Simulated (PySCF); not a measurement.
Species: C5H8OS (charge +1 and doublet state).
Geometry (GFN2-xTB, Å), atoms numbered from 1 in this order:
```xyz
15
C5H8OS angstrom
C     -2.195    0.343   -0.078
C     -0.814   -0.268   -0.176
S      0.172    0.383   -1.528
C      1.753    0.243   -0.651
C      1.512   -0.312    0.737
C      0.054   -0.153    1.107
O     -0.410   -0.006    2.184
H     -2.138    1.418    0.077
H     -2.773    0.158   -0.982
H     -2.728   -0.098    0.762
H     -0.898   -1.355   -0.327
H      2.177    1.251   -0.633
H      2.428   -0.374   -1.249
H      1.711   -1.388    0.785
H      2.146    0.166    1.485
```

The hyperfine couplings belong to this conformer and change with its torsions.

As a line formula: `C[C@H]1[S+]CCC1=O` [radical] (charge +1).

Computed with PySCF 2.14.0, UKS B3LYP, pcH-1 on C H O S, non-relativistic, mean-field spin-orbit, GIAO. The structure is a single GFN2-xTB conformer in the gas phase; no vibrational or solvent corrections. The geometry wasn't refined by DFT: couplings that depend on bond lengths, twists or pyramidal angles can differ widely from those at the functional's own minimum, by a factor of two or more for some ions and for spin on atoms past the first row. Stability of the SCF solution: not tested.

(1) Give the principal g shifts and their parts.

(2) What are the electron Larmor frequencies g μB B/h along the three axes at 3350 mT?

(3) What effective moment and Curie constant follow for a powder?

(4) In a frozen sample, at which fields do the three g values resonate at 9.5, 34, 94 and 263 GHz (hyperfine left aside), and which band first spreads them over more than twice a line width of 1.0 mT?

Answers

(1) 
```tsv
Δg (ppt)	1	2	3
relativistic mass correction	-0.25	-0.25	-0.25
gauge correction	0.01	0.03	0.03
orbital Zeeman/spin–orbit	1.03	15.45	24.76
total	0.79	15.23	24.55
```

So g = 2.00311, 2.01755, 2.02687 and g_iso = 2.01584; the tensor is rhombic: the two nearest values differ by 39 % of g3 − g1. 

(2) 93.9207, 94.5978, 95.0346 GHz for g1, g2 and g3, a range of 1113.8 MHz.

(3) With the mean of g² = 4.0637 and S(S+1) = 0.75: μ_eff = √(⟨g²⟩S(S+1)) = 1.746 μB and χT = 0.12505·⟨g²⟩·S(S+1) = 0.381 cm³ K/mol (cgs; spin-Hamiltonian part alone).

(4) 
```
band    GHz  B(g3) mT  B(g2) mT  B(g1) mT  spread mT
   X    9.5    334.88    336.42    338.85       3.97
   Q   34.0   1198.51   1204.04   1212.72      14.21
   W   94.0   3313.53   3328.83   3352.83      39.30
   J  263.0   9270.84   9313.64   9380.78     109.94
```

The spread grows in proportion to the frequency. X band is the first where it exceeds 2.0 mT.

The largest Mulliken spin populations are on S3 (+0.70) and O7 (+0.16).

The HOMO–LUMO gaps are 6.44 eV among the α and 1.85 eV among the β orbitals.
